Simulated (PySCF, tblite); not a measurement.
A set of runs on `Bc1cc(=O)o[c]c1C=C` [radical]; the geometry of each is named by its level. Settings lines and outputs come from a driver script.

Species: C7H6BO2 (doublet state).
Numbering: `[BH2:1][c:2]1[cH:3][c:4](=[O:5])[o:6][c:7][c:8]1[CH:9]=[CH2:10]` (hydrogens: H11, H12 on B1; H13 on C3; H14 on C9; H15, H16 on C10)

Step 1: GFN2-xTB geometry optimisation, gas phase (tblite 0.8.0) (from a force-field or distance-geometry start)
```json
{"job": {"kind": "relax", "xc": "GFN2-xTB", "basis": "xTB"}, "charge": 0, "multiplicity": 2}
```
```
step      E/eV     max force
  0    -741.65284    4.463
  1    -741.92058    3.759
  2    -742.01882    1.441
...
 57    -742.10405    0.020
 58    -742.10409    0.016
 59    -742.10411    0.012
 60    -742.10413    0.012
 61    -742.10415    0.010
```

Energy lowered by 10.4 kcal/mol over 61 steps; largest atomic force 0.010 eV/Å at the end. «max force» is the largest atomic force in eV/Å.

Hardware: one thread of an Arm Neoverse V1, shared host with 32 logical CPUs at a one-minute load of 62. Cost: 0.43 s of wall time.

Step 2: GFN2-xTB harmonic vibrations, gas phase (tblite 0.8.0) (on the GFN2-xTB geometry)
```json
{"job": {"kind": "ir", "xc": "GFN2-xTB", "basis": "xTB"}, "charge": 0, "multiplicity": 2}
```
```
(table of modes left out)
```

42 modes from 67 to 3145 cm⁻¹ (unscaled, harmonic); zero-point energy 66.7 kcal/mol; all wavenumbers are real at this level.

The run took 0.58 s of wall time on an Arm Neoverse V1 with one thread, shared host with 32 logical CPUs at a one-minute load of 62.

Step 3: UKS B3LYP, pcH-1 on B C H O, non-relativistic, mean-field spin-orbit, GIAO (PySCF 2.14.0) (on the GFN2-xTB geometry)
```json
{"job": {"kind": "epr", "basis": "pcH-1"}, "charge": 0, "multiplicity": 2}
```
```
...
E = -445.53338355 Eh   <S^2> = 0.7620 (exact 0.7500)
g shifts (ppm)      1          2          3
  rmc          -203       -203       -203
  gc             16         18        -75
  oz_so       -2193        -56       2090
  total       -2380       -241       1812
hyperfine (MHz)  atom isotope    a_iso     a_fc   dipolar eigenvalues
    0   11B      13.05      13.05     -2.44     -1.95      4.39
    1   13C      30.34      30.34     -6.76     -3.91     10.67
    2   13C      -3.33      -3.33     -8.61      1.84      6.76
    3   13C      11.68      11.68     -7.01     -5.63     12.64
    4   17O      -2.30      -2.30    -13.93      6.59      7.34
    5   17O    -103.75    -103.75    -25.35     11.81     13.53
    6   13C     482.54     482.54    -75.45    -51.31    126.77
    7   13C      41.42      41.42    -20.09     -5.55     25.64
    8   13C       9.16       9.16     -2.43      0.91      1.52
    9   13C      -2.56      -2.56     -6.96      2.84      4.12
   10    1H       1.19       1.19     -1.20     -0.81      2.01
   11    1H       1.13       1.13     -1.20     -0.81      2.01
   12    1H      17.12      17.12     -2.26      0.41      1.85
   13    1H      -2.02      -2.02     -2.10     -1.88      3.97
   14    1H       4.85       4.85     -5.25     -4.59      9.84
...
```

⟨S²⟩ 0.762; g_iso 2.0020. rmc, gc and oz_so are the mass-correction, gauge-correction and orbital-Zeeman/spin–orbit parts of the g shift along its three principal axes; a_iso is the isotropic hyperfine coupling and a_fc its Fermi-contact part. The log counts atoms from 0, this text from 1.

Time: 1.8 min (with the writing of density and orbital grids); peak memory 1.1 GiB. Hardware: one thread of an Arm Neoverse V1, shared host.

Geometry of the electronic-property runs (GFN2-xTB):
```
atom  x, y, z in Å
B1    -0.0694    2.0899    0.0650
C2     0.6156    0.6953    0.0112
C3     1.9584    0.4777   -0.0363
C4     2.5506   -0.8227   -0.1003
O5     3.7085   -1.1338   -0.1421
O6     1.5808   -1.8629   -0.1154
C7     0.3291   -1.6305   -0.0661
C8    -0.2943   -0.4330    0.0025
C9    -1.7298   -0.2316    0.0559
C10   -2.6301   -1.2057    0.0282
H11   -0.2731    2.5903    1.1000
H12   -0.3688    2.6129   -0.9350
H13    2.6606    1.2970   -0.0313
H14   -2.0329    0.8077    0.1198
H15   -2.3270   -2.2367   -0.0357
H16   -3.6859   -1.0049    0.0683
```

 (This holds for the electronic-property runs.)

One conformer stands for the species.
